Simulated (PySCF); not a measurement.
Ligands exchanged one at a time, Al OH-H. All species are isolated molecules in the gas phase. One relaxed conformer stands for each flexible species; it need not be the lowest. Strings in code marks are SMILES.

Method: TPSSh-D3(BJ)/def2-TZVP // CAM-B3LYP-D3(BJ)/def2-TZVP run with PySCF. Excitations are Tamm–Dancoff values on a coarser integration grid. The basis has no diffuse functions, so Rydberg states are missing or too high.

```tsv
species	S1 oscillator strength	HOMO–LUMO gap (eV)	T1 excitation (TDA) (eV)
0 of 3 OH replaced by H (`[OH][Al]([OH])[OH]`)	0.000	7.36	6.48
1 of 3 OH replaced by H (`[OH][AlH][OH]` (H–O–Al–O torsion 0°, O–Al–O–H torsion 0°))	0.000	7.76	(withheld)
2 of 3 OH replaced by H (`[OH][AlH2]`)	0.000	6.56	5.49
3 of 3 OH replaced by H (`[AlH3]`)	–	(withheld)	–
```

### Question
Complete the blanks.

### Answer

- 1 of 3 OH replaced by H (`[OH][AlH][OH]` (H–O–Al–O torsion 0°, O–Al–O–H torsion 0°)), T1 excitation (TDA) (eV): 6.82
- 3 of 3 OH replaced by H (`[AlH3]`), HOMO–LUMO gap (eV): 6.05
